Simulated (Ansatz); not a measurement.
Consider the cleavage of the B–Si bond: `NB[SiH2]Cl` + H₂S → `NBS` + `[SiH3]Cl`.

Calculated with Ansatz (gas phase, PBE0-D4/def2-TZVP geometries, no zero-point term in ΔE). CBS: MP2 limit from def2 TZ/QZ plus the TZ coupled-cluster correction, frozen cores. This one scheme is used for every species. Functionals use def2-TZVPP. Each species was taken in one conformer, which may not be the lowest.

```tsv
level	ΔE (kcal/mol)	difference from CCSD(T)/CBS
revPBE-D4	-18.0	0.9
r2SCAN-D4	-19.8	-0.9
B97M-V	-19.2	-0.3
ωB97X-V	-18.9	0.0
B2PLYP	-19.8	-0.9
PBE-QIDH	-20.0	-1.1
PBE	-18.2	0.7
revPBE	-18.1	0.8
PBE0	-18.9	0.0
r2SCAN0	-20.2	-1.3
CAM-B3LYP	-19.5	-0.6
HF/def2-SVP	-21.4	-2.5
MP2/def2-SVP	-21.5	-2.6
CCSD(T)/def2-SVP	-19.6	-0.7
CCSD/def2-TZVPP	-18.8	0.1
SCS-MP2/def2-QZVPP	-20.3	-1.4
CCSD(T)/CBS	-18.9	0
```

Largest T1 diagnostic among the species: 0.012.

At CCSD(T), def2-SVP lies −0.7 kcal/mol from the extrapolated value and def2-TZVPP +0.1 kcal/mol. From BLYP to BHLYP (50 % exact exchange), in def2-TZVPP and without D4, ΔE moves by −1.5 kcal/mol.
